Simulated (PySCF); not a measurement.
Work out the structure from these simulated measurements.

Formula: C7H5F3O.

* NMR, other nuclei: isotropic shieldings of nuclei other than C and H, by class: 119 (1 O), 294 (1 F), 308 (1 F), 310 (1 F) ppm [GIAO PBE0/pcSseg-1]
* Dipole: 2.20 D [PBE0/pcSseg-1]
* Rotational structure: rotational constants A, B, C: 1.745, 0.947, 0.808 GHz [GFN2-xTB]
* 1H NMR: chemical shifts (computed TMS as zero) by class: 7.75 (1 H), 7.44 (1 H), 7.01 (1 H), 5.54 (1 H), 4.96 (1 H) ppm [GIAO PBE0/pcSseg-1]
* 13C NMR: chemical shifts (computed TMS as zero) by class: 197.5 (1 C), 160.0 (1 C), 150.8 (1 C), 130.4 (1 C), 114.2 (1 C), 84.7 (1 C), 84.4 (1 C) ppm [GIAO PBE0/pcSseg-1]

The electronic properties come from PySCF, for the isolated species, density fitting. Levels stand in brackets. Isolated species at its GFN2-xTB geometry (one conformer only). NMR values are class means; diastereotopic atoms form classes of their own.

Question: Give a SMILES that accounts for the data.

Answer: Numbering: `[F:1][C:2]1=[C:3]([CH:4]([F:5])[F:6])[C@@H:7]2[CH:8]=[CH:9][C@H:10]1[O:11]2`. Its formula, C7H5F3O, gives 4 degrees of unsaturation: 2 rings and 2 π bonds in the structure found. 7 carbons fall into 7 classes; from least to most shielded: vinylic C–F carbon [C2] (197.5 ppm), alkene CH carbon [C8] (160.0 ppm), alkene CH carbon [C9] (150.8 ppm), fully substituted alkene carbon [C3] (130.4 ppm), CHF2 carbon [C4] (114.2 ppm), ring sp3 carbon bound to oxygen [C10] (84.7 ppm), ring sp3 carbon bound to oxygen [C7] (84.4 ppm). Hydrogen classes from least to most shielded: 1 H on an alkene CH carbon, C8 (7.75 ppm), 1 H on an alkene CH carbon, C9 (7.44 ppm), 1 H on a CHF2 carbon, C4 (7.01 ppm), 1 H on an sp3 carbon bound to oxygen, C7 (5.54 ppm), 1 H on an sp3 carbon bound to oxygen, C10 (4.96 ppm). The other shieldings belong to: 119 ppm, cyclic ether oxygen [O11]; 294 ppm, vinyl fluorine [F1]; 308 ppm, fluorine of a CF2 group [F6]; 310 ppm, fluorine of a CF2 group [F5]. The optimised geometry has point group C1 and is an asymmetric top. Structure: `FC1=C(C(F)F)[C@@H]2C=C[C@H]1O2`. Computed isomers that give other values at the same levels: `FC(F)(F)Oc1ccccc1` (13C chemical shifts (computed TMS as zero) by class: 158.3 (1 C), 135.5 (2 C), 130.5 (1 C), 130.1 (1 C), 122.6 (2 C) ppm); `Oc1cccc(C(F)(F)F)c1` (13C chemical shifts (computed TMS as zero) by class: 163.7 (1 C), 138.7 (1 C), 136.3 (1 C), 133.5 (1 C), 123.3 (1 C), 123.1 (1 C), 115.7 (1 C) ppm); `C=C=C=C(C)C(=O)C(F)(F)F` (13C chemical shifts (computed TMS as zero) by class: 201.5 (1 C), 184.2 (1 C), 182.0 (1 C), 126.5 (1 C), 120.5 (1 C), 116.8 (1 C), 21.4 (1 C) ppm). The assignments are read from this structure; whether some other isomer fits the data as well wasn't checked. The mirror image fits equally.

Shape of the structure used: `[F:1][C:2]1=[C:3]([CH:4]([F:5])[F:6])[C@@H:7]2[CH:8]=[CH:9][C@H:10]1[O:11]2`: C2–C3–C4–F5 -114°.
